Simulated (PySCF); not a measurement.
C2H6N, charge -1, singlet, at a GFN2-xTB geometry (in this run its highest filled SCF level lies above zero, so its values depend strongly on the basis, on diffuse functions most of all). Base run: BLYP/STO-3G run with PySCF.

PySCF was given this input:
```python
from pyscf import gto, scf, dft

mol = gto.M(
    atom='''
C     1.34206891   -0.30342750   -0.00661096
C     0.14876589    0.55092354   -0.00453656
N    -1.30721820   -0.07433856    0.00884616
H     1.32777328   -0.97632740    0.89192972
H     1.31633528   -0.98796197   -0.89606266
H     0.10851373    1.19267402   -0.89918986
H     0.11990906    1.20426517    0.88213160
H    -1.32833243   -0.69336521    0.82186557
H    -1.33868028   -0.70389088   -0.79571234
''',
    basis='sto-3g',
    charge=-1,
    verbose=4,
    symmetry=True,
)

mf = dft.RKS(mol)
mf.xc = 'blyp'
mf.kernel()
mf.analyze()
```

The base run was repeated with changes; each row names its change, and settings that it needs were set with it.

| change | ΔE vs base (mEh) | point group used | SCF cycles |
|---|---|---|---|
| base | 0.000 | Cs | 9 |
| irrep_nelec = A':22 A":4 | 1157.1 | Cs | 23 |
| symmetry = off | 0.000 | C1 | 9 |
| irrep_nelec = A':18 A":8 | 786.8 | Cs | 20 |
